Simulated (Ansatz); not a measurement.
`C[N](C)[Au]` + HBr → `[Br][Au]` + `CNC` at 700 K and 1 bar (ligand exchange at the Au–N bond).

Isolated molecules relaxed with PBE0-D4/def2-TZVP in Ansatz; ΔE leaves out vibrations. CCSD(T)/CBS is the MP2 limit (def2-TZVPP, def2-QZVPP) plus CCSD(T) − MP2 in def2-TZVPP, frozen cores. def2 core potentials past Kr. For Au, Br outer-core shells are correlated without core-valence functions, which leaves a few kJ/mol of doubt a bond. Scalar relativity is left out up to krypton.

```
      species  CCSD(T)/CBS energy (Eh)  H − E (kJ/mol)  S (J/(mol·K))
`C[N](C)[Au]`               -269.89851           276.1          419.0
          HBr              -2573.91920            36.5          223.7
   `[Br][Au]`              -2708.86234            26.3          294.6
        `CNC`               -135.00321           296.9          352.4
```

H − E and S are ideal-gas, rigid-rotor, harmonic terms from PBE0-D4/def2-TZVP. 1 Eh = 2625.50 kJ/mol, R = 8.31446 J/(mol·K).

By hand: ΔE, ΔH, ΔS and ΔG.

ΔE = (-2708.86234) + (-135.00321) − (-269.89851) − (-2573.91920) = -0.04784 Eh = -125.6 kJ/mol. Δ(H − E) = 26.3 + 296.9 − 276.1 − 36.5 = 10.6, so ΔH = -115.0 kJ/mol. ΔS = 294.6 + 352.4 − 419.0 − 223.7 = 4.3 J/(mol·K). ΔG = -115.0 − 700 × (4.3)/1000 = -118.0 kJ/mol.

By hand: the equilibrium constant, and the temperature at which ΔG would vanish if ΔH and ΔS stayed fixed.

log₁₀ K = −ΔG/(RT ln 10) = 8.8. ΔH and −TΔS have one sign here, so there is no such temperature.

The number of gas molecules stays the same, so ΔS is small and ΔH decides. A doubt of 5 kJ/mol in ΔE shifts log₁₀ K by 0.4 here. These are equilibria of isolated gas molecules and say nothing of rates. Largest T1 diagnostic: 0.029 (customary marks: 0.02 for closed shells, 0.045 for open ones).

ΔS is within the doubt of such terms, so its sign, and with it that verdict, could turn.
